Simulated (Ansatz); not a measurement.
`OC(O)(O)[SiH2]F` and `OC(O)(O)F` differ in one atom or group.

Ansatz, PBE0-D4/def2-TZVP geometries, multiplicity 1. Each molecule was computed in one conformer, which needn't be the lowest.

| property | `OC(O)(O)[SiH2]F` |
| --- | --- |
| HOMO–LUMO gap (PBE/def2-TZVPP) / eV | 5.73 |
| size of the dipole moment (ωB97M-V/def2-TZVPP) / D | 1.20 |
| LUMO energy (PBE/def2-TZVPP) / eV | -0.79 |
| size of the dipole moment (B3LYP/def2-TZVPP) / D | 1.23 |
| size of the dipole moment (PBE/def2-TZVPP) / D | 1.31 |
| LUMO energy (PBE0/def2-TZVPP) / eV | 0.10 |

(1) What does the change do to each property? (Estimate.)

Results:

(1) Ansatz gave: 
```json
{"property": "HOMO–LUMO gap (PBE/def2-TZVPP) / eV", "`OC(O)(O)F`": "6.89", "shift": "1.16"}
{"property": "size of the dipole moment (ωB97M-V/def2-TZVPP) / D", "`OC(O)(O)F`": "1.87", "shift": "0.67"}
{"property": "LUMO energy (PBE/def2-TZVPP) / eV", "`OC(O)(O)F`": "-0.23", "shift": "0.56"}
{"property": "size of the dipole moment (B3LYP/def2-TZVPP) / D", "`OC(O)(O)F`": "1.87", "shift": "0.64"}
{"property": "size of the dipole moment (PBE/def2-TZVPP) / D", "`OC(O)(O)F`": "1.80", "shift": "0.49"}
{"property": "LUMO energy (PBE0/def2-TZVPP) / eV", "`OC(O)(O)F`": "0.65", "shift": "0.55"}
```

With PBE0 the HOMO falls by 1.02 eV and the LUMO rises by 0.55 eV, so the gap widens by about 1.57 eV. PBE moves the HOMO by -0.61 eV and ωB97M-V by -1.22 eV. Dipoles are sizes alone; their direction can turn.

B3LYP here is the variant with VWN-RPA as its local correlation; programs differ in this.
